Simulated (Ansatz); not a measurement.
`O[SiH2]O[SiH]1C=C1`, relaxed with RKS PBE-D4/def2-SVP in the Gaussian-basis code of Ansatz from a rough embedded geometry. The force threshold is 0.03 eV/Å; the program also tests the step.

Total charge 0; spin multiplicity 1.

Start:

```xyz
12

O    -0.498    0.863    3.013
Si    0.649    0.604    1.863
O    -0.083    0.063    0.467
Si    0.473   -0.404   -1.052
C    -0.590    0.069   -2.414
C    -0.879   -1.110   -2.006
H    -1.403    0.685    2.669
H     1.615   -0.430    2.374
H     1.415    1.892    1.596
H     1.684   -1.110   -1.166
H    -0.873    0.807   -3.144
H    -1.510   -1.928   -2.200
```

By how much does the energy fall, and how many steps does the optimiser take? (An estimate is asked.)

Computed: 67.86 kJ/mol, in 23 steps, 2 of them rejected.

Which bonds change most? (Best estimate.)

The calculation gave: Si4–H10 from 1.406 to 1.495 Å; C5–C6 from 1.280 to 1.360 Å; C6–H12 from 1.051 to 1.104 Å; O1–Si2 from 1.645 to 1.674 Å.

Give the relaxed structure. (Best estimate.)

Computed: 
```xyz
12

O    -0.400    0.013    2.824
Si    0.730    0.775    1.853
O     0.352    0.631    0.227
Si    0.349   -0.517   -0.992
C    -0.339   -0.142   -2.628
C    -1.159   -0.952   -1.907
H    -1.290    0.410    2.819
H     2.021    0.078    2.154
H     0.797    2.251    2.117
H     1.479   -1.466   -0.758
H    -0.391    0.327   -3.625
H    -2.149   -1.407   -2.083
```
